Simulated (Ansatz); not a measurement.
One geometry of AlSi8PH16, a doped cluster cut from the lattice of silicon (Al and P 4.5 A apart), several levels of theory.

```yaml
crystal:
  periodic: [false, false, false]
  atoms:
    - {symbol: Si, position_ang: [-0.053157, -2.837020, 0.009393]}
    - {symbol: Si, position_ang: [-0.017347, -0.020250, -2.792614]}
    - {symbol: Si, position_ang: [-2.837207, -0.063662, 0.007552]}
    - {symbol: P, position_ang: [-0.013548, -0.011648, 2.412309]}
    - {symbol: Si, position_ang: [0.067073, 2.707299, -0.005156]}
    - {symbol: Si, position_ang: [2.706911, 0.077702, -0.002849]}
    - {symbol: Al, position_ang: [-1.518135, -1.524535, -1.515000]}
    - {symbol: Si, position_ang: [1.383973, -1.429254, 1.238696]}
    - {symbol: Si, position_ang: [1.346796, 1.350927, -1.441101]}
    - {symbol: Si, position_ang: [-1.435480, 1.379572, 1.236475]}
    - {symbol: H, position_ang: [0.988123, -3.736242, -0.627809]}
    - {symbol: H, position_ang: [-0.679347, -3.671484, 1.110207]}
    - {symbol: H, position_ang: [0.989619, -0.720752, -3.682297]}
    - {symbol: H, position_ang: [-0.719677, 0.982725, -3.685349]}
    - {symbol: H, position_ang: [-3.669493, -0.692696, 1.108391]}
    - {symbol: H, position_ang: [-3.740438, 0.973595, -0.630523]}
    - {symbol: H, position_ang: [-0.798986, -0.799493, 3.309804]}
    - {symbol: H, position_ang: [0.750522, 0.755850, 3.345732]}
    - {symbol: H, position_ang: [-0.797421, 3.679776, -0.767528]}
    - {symbol: H, position_ang: [0.918408, 3.494497, 0.962912]}
    - {symbol: H, position_ang: [3.683261, -0.783601, -0.763877]}
    - {symbol: H, position_ang: [3.490106, 0.932677, 0.965258]}
    - {symbol: H, position_ang: [-2.462658, -2.473344, -2.410532]}
    - {symbol: H, position_ang: [2.157283, -2.005378, 2.404274]}
    - {symbol: H, position_ang: [2.276023, 2.283114, -2.187463]}
    - {symbol: H, position_ang: [-2.015204, 2.151635, 2.401095]}
basis:
  gaussian: {orbitals: def2-TZVP, fitting: {mean_field: def2-universal-jkfit}, initial_orbitals: start.molden}
hamiltonian: {xc: {name: revPBE}, dispersion: d4}
scf: {omitted_lower_state_checks: [starts]}
output: {orbitals: {seedname: orbitals}}
```

The file start.molden holds the orbitals of an earlier run on this structure, at another level or in another basis.

```sh
$ ansatz run in.yaml --threads 2 --pin off --events-out ev --progress --plain --max-ram 32768MiB --backend cuda --devices 0, --max-vram 18GiB
```

It prints (some lines left out):

```
Functional definition: revPBE
1568 factors; integrals over basis functions are off by at most 6.2e-1 eV
mean field evaluation 1: about -79154.4999 eV, gradient 1.6e1 eV
mean field evaluation 2: about -79154.7138 eV, gradient 2.9e-1 eV
mean field evaluation 4: about -79154.7103 eV, gradient 7.6e-4 eV
mean field -79154.71033510 eV, -2908.8819518252 hartree, gradient 1.1e-5 eV, S^2 0.000000; 0 other end points of the search recorded, 0 dependent functions left out
reference -79154.71043538 eV, -2908.8819555105 hartree; 78, 78 occupied and 388, 388 virtual orbitals, 1568 factors
Total energy: -79157.68501031 eV, -2908.9912691227 hartree
Checks for a lower state left out: starts
```

Hardware: 2 threads of AMD EPYC 7R13 on a shared host and a share (18 GiB) of an NVIDIA H100 80GB HBM3. Wall time 9.5 s, peak host memory 0.96 GiB.

First input, but with `gaussian: {orbitals: 6-31G}`, `hamiltonian: {xc: hf}` (abridged; 3.7 s):

```
Functional definition: HF
mean field -78992.90655993 eV, -2902.9357727621 hartree, gradient 2.2e-5 eV, S^2 0.000000
Total energy: -78992.90655993 eV, -2902.9357727621 hartree
Checks for a lower state left out: starts
```

The first input with `gaussian: {orbitals: 6-31G}`, `hamiltonian: {xc: {name: B3LYP}, dispersion: d4}` (abridged; 5.5 s):

```
Functional definition: B3LYP
mean field evaluation 16: about -79162.5567 eV, gradient 3.0e-5 eV
mean field -79162.55671951 eV, -2909.1703011340 hartree, gradient 3.0e-5 eV, S^2 0.000000
Total energy: -79164.80032922 eV, -2909.2527522697 hartree
Checks for a lower state left out: starts
```

As the first input, with `hamiltonian: {xc: {name: B2PLYP}}` and without the key `output` (abridged; 8.5 s):

```
Functional definition: B2PLYP
mean field -79125.86055554 eV, -2907.8217419816 hartree, gradient 2.8e-6 eV, S^2 0.000000
50 core orbitals not correlated: weight in the atoms' cores, before any rotation towards them, 1.000 or more for the frozen orbitals, at most 0.000 for the correlated occupied ones
second order -40.02530630 eV of doubles, -0.00000000 eV of singles
Total energy: -79136.66769791 eV, -2908.2188971381 hartree
Checks for a lower state left out: starts
```

As the first input, with `hamiltonian: {xc: r2scan, dispersion: d4}`, `output: {forces: true, orbitals: {seedname: orbitals}}` (abridged; 8 s):

```
Functional definition: r2SCAN
mean field -79164.00174407 eV, -2909.2234048070 hartree, gradient 1.3e-5 eV, S^2 0.000000
Total energy: -79164.37533466 eV, -2909.2371340079 hartree
Atom 0 force     0.146973    -0.248032     0.129894 eV/Å
Atom 1 force     0.113628     0.113926    -0.263163 eV/Å
Atom 2 force    -0.248722     0.145369     0.129419 eV/Å
Atom 3 force    -0.018852    -0.020091     0.263788 eV/Å
Atom 4 force    -0.017554     0.199526     0.024302 eV/Å
Atom 5 force     0.199254    -0.017585     0.024391 eV/Å
Atom 6 force    -0.075956    -0.076670    -0.043808 eV/Å
Atom 7 force     0.019304     0.033845     0.206657 eV/Å
Atom 8 force     0.121130     0.121038    -0.039762 eV/Å
Atom 9 force     0.032825     0.020221     0.207918 eV/Å
Atom 10 force    -0.205406     0.163554     0.133088 eV/Å
Atom 11 force     0.122140     0.155779    -0.216174 eV/Å
Atom 12 force    -0.199033     0.141246     0.159956 eV/Å
Atom 13 force     0.141498    -0.198311     0.160568 eV/Å
Atom 14 force     0.155350     0.122789    -0.216134 eV/Å
Atom 15 force     0.164508    -0.204537     0.133246 eV/Å
Atom 16 force     0.220565     0.221695    -0.227172 eV/Å
Atom 17 force    -0.212614    -0.213094    -0.242619 eV/Å
Atom 18 force     0.179710    -0.182764     0.158092 eV/Å
Atom 19 force    -0.173421    -0.148377    -0.199230 eV/Å
Atom 20 force    -0.183372     0.179221     0.157820 eV/Å
Atom 21 force    -0.147706    -0.173998    -0.199252 eV/Å
Atom 22 force     0.084456     0.084793     0.077916 eV/Å
Atom 23 force    -0.149406     0.103150    -0.225592 eV/Å
Atom 24 force    -0.173031    -0.173632     0.131292 eV/Å
Atom 25 force     0.103731    -0.149064    -0.225442 eV/Å
Dipole moment:     0.407262     0.409996     1.147244 e Å
Checks for a lower state left out: starts
```

Geometry: PBE-D4/def2-SVP.

B3LYP takes the VWN-RPA correlation. Correlated methods freeze 50 core orbitals. Single mean-field runs in def2-TZVP are fitted with def2-universal-jkfit.
